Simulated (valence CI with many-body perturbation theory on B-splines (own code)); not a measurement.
# Tl⁷⁵⁺: magnetic and hyperfine properties of the levels

Computed by valence CI with perturbative core correlation (CI+MBPT): four valence electrons over a frozen Dirac-Fock core [He], a basis of 11 s, 11 p, 9 d, 7 f, 5 g, 2 h, 1 i functions for each j, with the one-electron correlation potential Σ1 (screened to all orders), the two-electron term Σ2, the three-electron term Σ3, Breit, model QED; selected single and double excitations, second order for the rest (own B-spline code, finite nucleus).

The last digits are not significant, and no measured levels were compared; by estimate large intervals hold to a few tenths of a per cent, small ones and those within an open d or f shell to about a per cent. Among the levels kept, up to 310 cm⁻¹ of a level comes from second order outside the variational space, and about a tenth of that is noise between levels of different J, which matters for small intervals.

A/g_I is the dipole constant over the nuclear g factor μ/I (μ in nuclear magnetons, uniformly magnetised nucleus), B/Q the quadrupole constant per barn. Both hold the static response of the core; the bare values leave it out. Large factors of s and p1/2 electrons are usually good to 5 to 10 %; those of open d and f shells near neutrality can be off by tens of per cent, and small factors of p3/2, d and f electrons come from cancelling terms and can be off by a factor of two or in sign, in half-filled shells by more. B is blank for J = 1/2, where it vanishes, and for nearly pure S terms. Energies count from the lowest level. Levels with J = 0 are left out.

Levels are named by their leading jj configuration (3d3/2^4 stands for four electrons in 3d with j = 3/2), which in mixed levels can hold well under half, so a name can repeat and another be missing. Letters in brackets count levels of one name in rising energy.

| Level | E (× 10³ cm⁻¹) | g | A/g_I (MHz) | A/g_I bare | B/Q (MHz/b) | B/Q bare |
| --- | --- | --- | --- | --- | --- | --- |
| (2s^2 2p1/2 2p3/2) J=1 | 17390 | 1.462 | -1540000 | -1510000 | 1140000 | 1140000 |
| (2s^2 2p1/2 2p3/2) J=2 | 17536 | 1.123 | 3810000 | 3810000 | 2190000 | 2190000 |
| (2s 2p1/2^2 2p3/2) J=2 | 20231 | 1.475 | 9680000 | 9620000 | 2220000 | 2220000 |
| (2s 2p1/2^2 2p3/2) J=1 | 21033 | 1.111 | -7460000 | -7330000 | 1250000 | 1250000 |
| (2s^2 2p3/2^2) J=2 | 35178 | 1.285 | 1140000 | 1170000 | 89200 | 89300 |
| (2s 2p1/2 2p3/2^2) J=2 [a] | 37366 | 1.540 | 6760000 | 6720000 | 264000 | 264000 |
| (2s 2p1/2 2p3/2^2) J=3 | 37738 | 1.284 | 8650000 | 8610000 | -6660 | -6710 |
| (2s 2p1/2 2p3/2^2) J=1 [a] | 38549 | 1.295 | -9360000 | -9210000 | -536000 | -537000 |
| (2s 2p1/2 2p3/2^2) J=2 [b] | 38613 | 1.036 | -762000 | -697000 | -184000 | -184000 |
| (2s 2p1/2 2p3/2^2) J=1 [b] | 38656 | 1.278 | 2.29e+07 | 2.27e+07 | 316000 | 317000 |
| (2p1/2^2 2p3/2^2) J=2 | 41616 | 1.295 | 1070000 | 1120000 | 85900 | 86000 |
| (2s 2p3/2^3) J=2 | 55705 | 1.433 | 9780000 | 9710000 | -2320000 | -2320000 |
| (2s 2p3/2^3) J=1 | 56496 | 1.142 | -7540000 | -7400000 | -1030000 | -1030000 |
| (2p1/2 2p3/2^3) J=1 | 59171 | 1.462 | -1620000 | -1550000 | -1140000 | -1140000 |
| (2p1/2 2p3/2^3) J=2 | 59317 | 1.114 | 3790000 | 3810000 | -2360000 | -2360000 |
| (2s^2 2p1/2 3s) J=1 | 104210 | 1.292 | 1.11e+07 | 1.11e+07 | -16400 | -16400 |
| (2s^2 2p1/2 3p1/2) J=1 | 105000 | 0.624 | 7780000 | 7750000 | -3880 | -3880 |
| (2s 2p1/2^2 3s) J=1 | 106800 | 1.984 | 2.29e+07 | 2.27e+07 | 5740 | 5750 |
| (2s 2p1/2^2 3p1/2) J=1 | 107700 | 1.319 | 1.96e+07 | 1.94e+07 | -7040 | -7040 |
| (2s^2 2p1/2 3p3/2) J=2 | 110350 | 1.138 | 3230000 | 3230000 | 692000 | 693000 |
| (2s^2 2p1/2 3p3/2) J=1 | 110360 | 1.494 | -2490000 | -2470000 | 349000 | 349000 |
| (2s^2 2p1/2 3d3/2) J=2 | 110930 | 0.736 | 3140000 | 3130000 | 139000 | 140000 |
| (2s^2 2p1/2 3d3/2) J=1 | 111160 | 0.824 | -2710000 | -2700000 | 62200 | 62700 |
| (2s^2 2p1/2 3d5/2) J=2 | 112370 | 1.284 | -1570000 | -1560000 | 140000 | 141000 |
| (2s^2 2p1/2 3d5/2) J=3 | 112410 | 1.087 | 2050000 | 2050000 | 132000 | 133000 |
| (2s 2p1/2^2 3p3/2) J=2 | 113000 | 1.480 | 8820000 | 8740000 | 668000 | 669000 |
| (2s 2p1/2^2 3p3/2) J=1 | 113040 | 1.143 | -8480000 | -8380000 | 354000 | 354000 |
| (2s 2p1/2^2 3d3/2) J=1 | 113570 | 0.475 | -8670000 | -8580000 | 62200 | 62600 |
| (2s 2p1/2^2 3d3/2) J=2 | 113620 | 1.094 | 8990000 | 8900000 | 120000 | 121000 |
| (2s 2p1/2^2 3d5/2) J=3 | 114970 | 1.319 | 6010000 | 5950000 | 125000 | 126000 |
| (2s 2p1/2^2 3d5/2) J=2 | 115130 | 1.037 | -5780000 | -5720000 | 103000 | 104000 |

Q: Take the isotope of mass number 205, with I = 1/2, μ = 1.632 μN. What is the hyperfine structure of (2s^2 2p3/2^2) J=2?

A: From the table A = 3730000 MHz. Shifts from the centre of gravity in MHz: F = 3/2: -5600000, F = 5/2: 3730000.
